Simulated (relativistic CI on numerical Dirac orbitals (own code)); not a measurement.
**Ligand-field terms of d6**

Computed with a parametric ligand-field model of a d^n configuration (Racah B and C, spin-orbit zeta, crystal field), exact diagonalisation.

Field parameters in Wybourne normalisation: Td as Oh with Dq negative (B⁴₀ = 21Dq, B⁴₄ = √(5/14) B⁴₀). The field is a parameter set, without covalency.

(1) Ground term and bands for B = 380, C = 1410, ζ = 0 cm⁻¹, Td, 10Dq = -5850 cm⁻¹?

(2) Ground term and bands for B = 380, C = 1410, ζ = 0 cm⁻¹, Td, 10Dq = -4830 cm⁻¹?

(3) Ground term and bands for B = 380, C = 1410, ζ = 0 cm⁻¹, Td, 10Dq = -4140 cm⁻¹?

(4) Ground term and bands for B = 380, C = 1410, ζ = 0 cm⁻¹, Td, 10Dq = -1060 cm⁻¹?

(5) Ground term and bands for B = 380, C = 1410, ζ = 0 cm⁻¹, Td, 10Dq = -2430 cm⁻¹?

Answers

(1) Ground term 5E with 3.00 electrons in the two orbitals of the cubic e set. Spin-allowed: 5T2 5850 cm⁻¹ (1709 nm). Lowest spin-forbidden: 3T1 2708 cm⁻¹, 1T2 6636 cm⁻¹ (1507 nm), 1E 7153 cm⁻¹ (1398 nm).

(2) Ground term 5E with 3.00 electrons in the two orbitals of the cubic e set. Spin-allowed: 5T2 4830 cm⁻¹ (2070 nm). Lowest spin-forbidden: 3T1 3649 cm⁻¹ (2740 nm), 3E 7492 cm⁻¹ (1335 nm), 1T2 7513 cm⁻¹ (1331 nm).

(3) Ground term 5E with 3.00 electrons in the two orbitals of the cubic e set. Spin-allowed: 5T2 4140 cm⁻¹ (2415 nm). Lowest spin-forbidden: 3T1 4274 cm⁻¹ (2340 nm), 3E 7476 cm⁻¹ (1338 nm), 3T1 7864 cm⁻¹ (1272 nm).

(4) Ground term 5E with 3.00 electrons in the two orbitals of the cubic e set. Spin-allowed: 5T2 1060 cm⁻¹. Lowest spin-forbidden: 3T1 6786 cm⁻¹ (1474 nm), 3E 7314 cm⁻¹ (1367 nm), 3T1 7781 cm⁻¹ (1285 nm).

(5) Ground term 5E with 3.00 electrons in the two orbitals of the cubic e set. Spin-allowed: 5T2 2430 cm⁻¹. Lowest spin-forbidden: 3T1 5759 cm⁻¹ (1736 nm), 3E 7413 cm⁻¹ (1349 nm), 3T1 7843 cm⁻¹ (1275 nm).
